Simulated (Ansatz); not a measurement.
Mulliken charges of F2H4OSi2 (`O[SiH](F)[SiH2]F`) from B3LYP/def2-TZVPP in Ansatz (PBE0-D4/def2-TZVP geometry).

```
atom   x (Å)   y (Å)   z (Å)  charge (e)
  O1   0.844   1.767  -0.485      -0.375
 Si2   0.969   0.138  -0.453       0.637
  F3   0.987  -0.460  -1.938      -0.318
 Si4  -0.894  -0.772   0.668       0.432
  F5  -2.134   0.203   0.334      -0.337
  H6  -0.014   2.155  -0.665       0.197
  H7   2.285  -0.164   0.154      -0.092
  H8  -1.253  -2.144   0.227      -0.069
  H9  -0.701  -0.768   2.142      -0.075
```

Task: By hand: the dipole of these point charges (1 e Å = 4.8032 D).

Result: Σ q r = (0.246, -0.185, 0.364) e Å, of length 0.477 e Å = 2.29 D.

Task: How does the dipole of the full density compare? (Estimate.)

Result: Ansatz gave: (-0.049, -0.047, 0.211) e Å, 1.06 D; the point charges give 2.16 times that, at 46° from its direction.

Point charges leave out the atoms' own dipoles, such as those of lone pairs, and Mulliken's split depends on the basis, so the two needn't agree.

B3LYP here is the variant with VWN-RPA as its local correlation; programs differ in this.
